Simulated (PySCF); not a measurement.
F6Te, SMILES F[Te](F)(F)(F)(F)F (connectivity only; charge and spin as stated), charge +1, multiplicity 2. Atoms are numbered in the order given.

```xyz
7

F      1.0121     0.0000     1.6268
Te     0.0000     0.0000    -0.1257
F     -1.0121     0.0000     1.6268
F      1.4740     0.0000    -1.2620
F      0.0000     1.8642    -0.0018
F      0.0000    -1.8642    -0.0018
F     -1.4740     0.0000    -1.2620
```
Charge +1, spin multiplicity 2.

The structure is a stationary point at B3LYP-D3(BJ)/def2-SVP. The multiplicity is an assumed one; no other spin state was optimised. The def2 effective core potentials stand for the cores of Te; spin–orbit coupling is left out.

These are PySCF with TDA-PBE/def2-SVPD values and carry that method's errors.

Vertical excitations. The molecule is in vacuum.

```
state    energy (eV)  λ (nm)      f           main pairs
-------  -----------  ------  -----  -------------------
root 1          0.75    1663  0.000    β HOMO→LUMO 100 %
root 2          0.80    1556  0.000  β HOMO−1→LUMO 100 %
root 3          1.17    1057  0.000   β HOMO−2→LUMO 99 %
root 4          1.21    1025  0.000   β HOMO−3→LUMO 99 %
root 5          1.30     952  0.000   β HOMO−4→LUMO 99 %
root 6          1.48     840  0.003   β HOMO−5→LUMO 98 %
root 7          1.54     806  0.000  β HOMO−6→LUMO 100 %
root 8          1.79     691  0.002   β HOMO−7→LUMO 97 %
root 9          2.06     601  0.000  β HOMO−8→LUMO 100 %
root 10         2.29     541  0.000   β HOMO−9→LUMO 99 %
```
Unrestricted roots are not spin-pure.
